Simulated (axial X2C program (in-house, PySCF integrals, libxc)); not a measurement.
# Which molecule gave these maps?

PBE0 fields computed with an in-house relativistic program for diatomic molecules, with spin–orbit coupling, near the equilibrium distance, one atom at z = 0.

The maps cover the half plane through the axis: z from -2.4 to 4.8 Å along the bond, ρ from 0.15 to 2.25 Å away from it.

log10 of the density in e/bohr³:

```
 ρ\z  -2.4  -1.8  -1.2  -0.6   0.0   0.6   1.2   1.8   2.4   3.0   3.6   4.2   4.8
0.15  -2.8  -2.0  -1.3  -0.1   1.8  -0.1  -1.3  -1.7  -0.4   0.7  -0.9  -2.6  -3.4
0.45  -2.8  -2.1  -1.4  -0.5   0.4  -0.5  -1.4  -1.8  -0.9  -0.1  -1.3  -2.7  -3.5
0.75  -2.9  -2.2  -1.6  -1.0  -0.5  -1.0  -1.5  -1.9  -1.6  -1.1  -1.9  -2.9  -3.5
1.05  -3.1  -2.4  -1.8  -1.4  -1.2  -1.4  -1.7  -2.1  -2.2  -2.0  -2.5  -3.2  -3.6
1.35  -3.2  -2.6  -2.1  -1.7  -1.6  -1.7  -2.0  -2.3  -2.5  -2.6  -2.9  -3.3  -3.8
1.65  -3.4  -2.9  -2.4  -2.1  -1.9  -2.0  -2.2  -2.5  -2.7  -2.9  -3.2  -3.5  -3.9
1.95  -3.7  -3.1  -2.7  -2.4  -2.3  -2.4  -2.5  -2.7  -2.9  -3.1  -3.4  -3.7  -4.1
2.25  -3.9  -3.4  -3.0  -2.8  -2.7  -2.7  -2.9  -3.0  -3.2  -3.4  -3.6  -3.9  -4.3
```

Electron localisation function (collinear form, no current term, damped to 0 at low density):

```
 ρ\z  -2.4  -1.8  -1.2  -0.6   0.0   0.6   1.2   1.8   2.4   3.0   3.6   4.2   4.8
0.15  0.55  0.84  0.68  0.54  0.76  0.55  0.65  0.14  0.79  0.25  0.66  0.02  0.03
0.45  0.51  0.82  0.73  0.32  0.77  0.32  0.71  0.21  0.55  0.85  0.45  0.02  0.04
0.75  0.43  0.78  0.79  0.30  0.33  0.27  0.77  0.42  0.10  0.53  0.12  0.01  0.04
1.05  0.32  0.71  0.81  0.60  0.37  0.54  0.78  0.63  0.03  0.06  0.02  0.02  0.04
1.35  0.19  0.60  0.77  0.76  0.68  0.70  0.74  0.71  0.09  0.02  0.02  0.04  0.03
1.65  0.08  0.44  0.67  0.74  0.72  0.68  0.66  0.69  0.33  0.07  0.05  0.07  0.01
1.95  0.03  0.24  0.52  0.63  0.62  0.57  0.54  0.56  0.50  0.23  0.12  0.03  0.00
2.25  0.01  0.09  0.31  0.45  0.44  0.41  0.37  0.36  0.33  0.19  0.06  0.01  0.00
```

Axial spin density in 10⁻³ e/bohr³:

```
 ρ\z  -2.4  -1.8  -1.2  -0.6   0.0   0.6   1.2   1.8   2.4   3.0   3.6   4.2   4.8
0.15   0.0  -0.2  -0.4  -0.4  59.8  -0.2  -0.3  -1.2   0.0   1.6  -0.2  -0.4  -0.2
0.45   0.0   0.1   1.4   4.6   6.7   5.3   2.0  -0.6  -0.2   0.1  -0.4  -0.4  -0.2
0.75   0.1   0.4   3.1  13.0  13.2  14.8   4.3   0.1  -0.4  -0.2  -0.4  -0.3  -0.1
1.05   0.1   0.5   3.4  13.5  22.1  15.5   4.8   0.6  -0.3  -0.4  -0.4  -0.3  -0.1
1.35   0.1   0.5   2.7   9.2  15.0  10.6   3.8   0.7  -0.2  -0.4  -0.3  -0.2  -0.1
1.65   0.1   0.4   1.7   5.1   7.9   6.0   2.5   0.6  -0.1  -0.2  -0.2  -0.1  -0.1
1.95   0.1   0.3   1.0   2.6   3.8   3.1   1.4   0.4   0.0  -0.1  -0.1  -0.1  -0.1
2.25   0.0   0.2   0.5   1.2   1.8   1.5   0.8   0.2   0.0  -0.1  -0.1  -0.1   0.0
```

Question: Which molecule is it?
A. AlIr
B. RuSb
C. TeI
D. NaSb

Answer: D. NaSb, with Sb at z = 0 and Na at z = 2.923 Å, state Ω = 1 (⟨Sz⟩ = 0.97, ⟨Lz⟩ = 0.03 at PBE0), basis Sb dyall-cv3z [11s12p8d4f1g], Na dyall-cv3z [9s8p5d2f] (cores contracted in-house). One determinant describes the state; a PBE0 search over occupations chose it and may have missed a lower one. Density functionals use the spin component along the axis (collinear). PBE0 can misorder states that lie within some tenths of an eV, so this need not be the ground state of the molecule. The nearest other 2c determinant of the search, Ω = 0, lies 0.48 eV up at the distance of the search. With several unpaired electrons one determinant need not be a pure state. Open-shell Ω = 0 determinants with evenly filled partner blocks cannot be reached by this program, so the Ω shown need not be the lowest component. This is the Ω = 1 component of a π² triplet; the 0⁺ component is not one determinant and can lie lowest.
